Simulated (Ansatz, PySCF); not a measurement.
Gas-phase reaction (SMILES): CNB(O)O → CN[B]O + [OH] (HO); the B-O bond at the site shown breaks (other sites are not compared here).

Geometries: B3LYP-D3(BJ)/def2-TZVP minima from Ansatz (an electronic-structure program), one conformer each, not searched for the lowest. Valence correlation only, unless marked. UHF or UKS for open shells. No spin-orbit coupling. No relativistic terms. CBS(X,Y): correlation extrapolated as X^-3; Hartree-Fock from the larger set. Thermal terms are rigid-rotor harmonic-oscillator values from B3LYP-D3(BJ) frequencies (Ansatz or PySCF) at 298.15 K and 1 atm. 1 Eh = 627.5095 kcal/mol.

```
species    E, CCSD(T)/CBS(cc-pVTZ,cc-pVQZ) (Ansatz) (Eh)  E, PBE/def2-TZVPD (Ansatz) (Eh)  H - E (Eh)
---------  ---------------------------------------------  -------------------------------  ----------
CNB(O)O                                       -271.63710                       -271.69831     0.09587
CN[B]O                                        -195.73154                       -195.79070     0.07832
[OH] (HO)                                      -75.67420                        -75.68445     0.01169
```

**Question.** Work out ΔE and ΔH at 298.15 K at the first level, then ΔH at the second.

**Answer.** 
1. ΔE = [(-195.73154) + (-75.67420)] - [(-271.63710)] = 0.23136 Eh = 145.2 kcal/mol at CCSD(T)/CBS(cc-pVTZ,cc-pVQZ).
2. The terms H - E add up to -0.00586 Eh, so ΔH = (0.23136 + (-0.00586))×627.5095 = 141.5 kcal/mol.
3. At PBE/def2-TZVPD the same steps give ΔE = 140.0 and ΔH = 136.4 kcal/mol, a shift of -5.1 from the first level.
4. These values are not checked against measurement here, since the tables used lack a sound gas-phase enthalpy of formation for at least one species.
